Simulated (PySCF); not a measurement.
Numbering as in the mapped SMILES `[F:1][C:2]([F:3])([F:4])[CH:5]([C:6]([F:7])([F:8])[F:9])[C:10]([F:11])([F:12])[F:13]`. Each H is labelled by its parent atom.

GIAO PBE0/pcSseg-1 shifts (PySCF 2.14.0 with density-fitted response routines, gas phase, non-relativistic, equivalent atoms averaged), each against references optimised in the same way as the molecule (CFCl3, TMS).

On the GFN2-xTB geometry: F1/F3/F4/F7/F8/F9/F11/F12/F13 -76.7, C2/C6/C10 129.4, C5 56.4, H(C5) 3.46 ppm.

What changes on the PBE0-D3(BJ)/def2-SVP geometry?

Answers


```
                        atoms  δ (ppm)  change
F1/F3/F4/F7/F8/F9/F11/F12/F13    -73.9    +2.8
                    C2/C6/C10    126.1    -3.3
                           C5     56.1    -0.3
                        H(C5)     2.99   -0.47
```

Unscaled 19F shifts against computed CFCl3 carry errors that often reach 10 to 50 ppm.

Bonds between heavy atoms that differ most (equivalent bonds averaged): C2–C5 1.543 → 1.534 Å. Mean change of bonds to hydrogen: C–H +0.001 Å. The two structures also differ in conformation, which adds to the changes.
